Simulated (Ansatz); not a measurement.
Cost and result up the ladder for `CCC(C)(C)CC(C)(C)C` (32 atoms). Total charge 0; singlet. Geometry: PBE-D4/def2-SVP.

```xyz
32

C     0.398    2.632    0.556
C     1.064    1.301    0.910
C     0.125    0.118    1.265
C     0.998   -1.041    1.790
C    -0.811    0.534    2.422
C    -0.809   -0.339    0.101
C    -0.331   -0.736   -1.331
C     0.855   -1.717   -1.342
C    -1.534   -1.436   -2.002
C     0.027    0.493   -2.193
H    -0.322    2.534   -0.280
H    -0.151    3.061    1.418
H     1.156    3.381    0.248
H     1.736    0.984    0.084
H     1.737    1.461    1.782
H     1.820   -1.305    1.099
H     1.463   -0.761    2.758
H     0.393   -1.956    1.962
H    -1.414   -0.330    2.771
H    -0.227    0.908    3.289
H    -1.521    1.330    2.121
H    -1.583    0.448   -0.040
H    -1.370   -1.212    0.504
H     0.659   -2.607   -0.711
H     1.043   -2.074   -2.377
H     1.792   -1.245   -0.986
H    -1.804   -2.370   -1.467
H    -2.430   -0.781   -2.007
H    -1.304   -1.702   -3.054
H    -0.818    1.211   -2.238
H     0.914    1.035   -1.816
H     0.251    0.179   -3.234
```

Ansatz on 4 threads of Intel Xeon Platinum 8175M on a shared host. Times are rough, and most runs start from the orbitals of an earlier one. PBE0-D4/def2-TZVP serves as the yardstick here, not as an exact answer. Differences are given only for rows in sets of like size (and for xTB, whose basis is part of the method), since another set adds its own error. Binding counts from free atoms at the same level (C triplet, H doublet; other spins of the atoms weren't run), without zero-point energy or a counterpoise term.

B3LYP takes the VWN-RPA correlation. Correlated methods freeze 10 core orbitals. The rows differ in basis, and correlated rows in double-zeta sets carry the largest basis error.

Correlated methods converge slowly with the basis, most of all in double-zeta sets.

```csv
level,functions,wall time
HF/6-31G,134,3.7 s
B3LYP-D4/6-31G,134,7 s
PBE-D4/def2-SVP,250,8 s
PBE0-D4/def2-SVP,250,12 s
MP2/def2-SVP,250,14 s
revPBE-D4/def2-TZVP,442,14 s
PBE-D4/def2-TZVP,442,15 s
r2SCAN-D4/def2-TZVP (with forces),442,27 s
PBE0-D4/def2-TZVP (with forces),442,46 s
```

Question: Estimate what each level gives for the binding energy per atom (eV).

Answer: 
```json
{"level": "HF/6-31G", "binding energy per atom (eV)": "3.04", "difference from PBE0-D4/def2-TZVP (eV)": "–"}
{"level": "B3LYP-D4/6-31G", "binding energy per atom (eV)": "4.11", "difference from PBE0-D4/def2-TZVP (eV)": "–"}
{"level": "PBE-D4/def2-SVP", "binding energy per atom (eV)": "4.26", "difference from PBE0-D4/def2-TZVP (eV)": "–"}
{"level": "PBE0-D4/def2-SVP", "binding energy per atom (eV)": "4.22", "difference from PBE0-D4/def2-TZVP (eV)": "–"}
{"level": "MP2/def2-SVP", "binding energy per atom (eV)": "4.03", "difference from PBE0-D4/def2-TZVP (eV)": "–"}
{"level": "revPBE-D4/def2-TZVP", "binding energy per atom (eV)": "4.14", "difference from PBE0-D4/def2-TZVP (eV)": "-0.04"}
{"level": "PBE-D4/def2-TZVP", "binding energy per atom (eV)": "4.22", "difference from PBE0-D4/def2-TZVP (eV)": "0.04"}
{"level": "r2SCAN-D4/def2-TZVP (with forces)", "binding energy per atom (eV)": "4.15", "difference from PBE0-D4/def2-TZVP (eV)": "-0.02"}
{"level": "PBE0-D4/def2-TZVP (with forces)", "binding energy per atom (eV)": "4.17", "difference from PBE0-D4/def2-TZVP (eV)": "0.00"}
```
